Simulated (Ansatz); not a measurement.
`Cl[SiH2][O][SnH3]` → `O[SiH2][SnH2][Cl]`  (isomerisation)

Gas-phase electronic energies from Ansatz, PBE0-D4/def2-TZVP geometries. CCSD(T)/CBS adds triple-zeta CCSD(T) − MP2 to the extrapolated MP2 energy (def2 sets, frozen cores). Functionals use def2-TZVPP. B3LYP here is the variant with VWN-RPA as its local correlation; programs differ in this. Elements past krypton have def2 core potentials. For Sn outer-core shells are correlated without core-valence functions, which leaves a few kJ/mol of doubt a bond. Each species was taken in one conformer, which may not be the lowest.

Q: Is it downhill or uphill in electronic energy at CCSD(T)/CBS, and by how much? (Estimate.)

A: Ansatz gave: Uphill: ΔE = +0.35 eV.

Q: What do these levels give: PBE0-D4, B3LYP-D4, PBE, PBE0, CCSD/def2-TZVPP, SCS-MP2/def2-QZVPP? (An estimate is asked.)

A: Ansatz gave: PBE0-D4 0.20, B3LYP-D4 0.30, PBE 0.14, PBE0 0.20, CCSD/def2-TZVPP 0.43, SCS-MP2/def2-QZVPP 0.45 eV.

Largest T1 diagnostic among the species: 0.012.

From PBE to PBE0 (25 % exact exchange), in def2-TZVPP and without D4, ΔE moves by +0.06 eV. In def2-TZVPP, CCSD(T) changes the Hartree–Fock value by −0.10 eV (the triples alone add −0.01 eV) and MP2 by −0.09 eV.
